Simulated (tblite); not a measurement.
C₅H₁₀OSSi.
Cartesian coordinates in Å at the GFN2-xTB level; atoms count from 1:
```xyz
18
C5H10OSSi angstrom
C     -2.186   -0.233    0.746
C     -2.003    1.139    0.176
C     -0.805    0.321    0.547
C      0.076   -0.249   -0.531
C      0.955   -1.384   -0.006
O      2.022   -0.877    0.744
Si     2.683    0.535    0.281
S      1.204    1.048   -1.183
H     -2.558   -0.328    1.755
H     -2.518   -1.020    0.085
H     -2.202    1.286   -0.874
H     -2.251    1.992    0.789
H     -0.254    0.618    1.432
H     -0.523   -0.589   -1.377
H      0.370   -2.042    0.645
H      1.349   -1.971   -0.844
H      3.953    0.352   -0.397
H      2.679    1.408    1.440
```

Method: GFN2-xTB as coded in tblite; computed harmonic values from a numerical Hessian at the method's own geometry, unscaled. Against measured fundamentals such values can be off by several per cent, at times by over 20. Modes of hydrogen on silicon can be 10 to 20 % off. One conformer, not necessarily the lowest.

Harmonic wavenumbers (cm⁻¹): 56.9, 77.7, 137.8, 185.3, 275.5, 298.0, 394.6, 404.6, 480.1, 519.0, 573.8, 600.0, 677.1, 750.2, 782.3, 793.7, 809.2, 844.3, 863.0, 982.0, 985.6, 1007.0, 1021.5, 1069.9, 1078.3, 1099.7, 1113.5, 1139.4, 1152.6, 1179.3, 1216.6, 1237.0, 1262.8, 1314.9, 1393.0, 1439.4, 1475.7, 1490.6, 2346.5, 2368.8, 2919.2, 2950.4, 2977.7, 3040.2, 3087.6, 3093.5, 3096.8, 3114.0.

A = 2698, B = 1058, C = 903.8 MHz; mass 146.022 u (most abundant isotopes); point group C1, symmetry number 1.

Task: What is the zero-point energy?

Result: ½Σν̃ = 30588 cm⁻¹ = 87.46 kcal/mol.

Task: What is S at 200 K and 1 bar for an ideal gas of classical rigid rotors and harmonic oscillators?

Result: Translation 38.89, rotation 28.02, vibration 14.51: S = 81.4 cal/(mol K).

Task: And Cp and H(200 K) − H(0)?

Result: Cp = 25.17 cal/(mol K), of which vibrations give 17.22 (their classical limit is 48 R = 95.4); H(200 K) − H(0) = 3.21 kcal/mol without the zero-point energy, 1.62 from vibrations.

Task: Which modes carry the vibrational entropy at 200 K?

Result: 56.9 cm⁻¹: 3.78; 77.7 cm⁻¹: 3.17; 137.8 cm⁻¹: 2.08; 185.3 cm⁻¹: 1.56; 275.5 cm⁻¹: 0.92; 298.0 cm⁻¹: 0.81 cal/(mol K); the other 42 give 2.19 together.

Task: How do the functions run with temperature in this model?

Result: 
```csv
T (K),S (cal/(mol K)),Cp (cal/(mol K)),H − H(0) (kcal/mol),G − H(0) (kcal/mol),ln q(vib)
100,67.6,16.0,1.17,-5.59,1.24
300,93.6,36.0,6.26,-21.83,5.32
500,116.7,54.8,15.46,-42.90,9.84
800,146.6,71.9,34.72,-82.54,16.71
1000,163.4,79.0,49.84,-113.58,21.05
```

q(vib) and H(0) count from the zero-point level.

Task: What must be added to the electronic energy to get the Gibbs energy at 200 K and 1 bar?

Result: ZPE + [H(200 K) − H(0)] − T·S = 87.46 + 3.21 − 16.28 = 74.39 kcal/mol.

Hindered rotation and anharmonicity are outside this model. Other conformers, if any are populated, would add a mixing term that is left out. The structure is chiral; the term R ln 2 for an equal mix with its mirror image is left out.
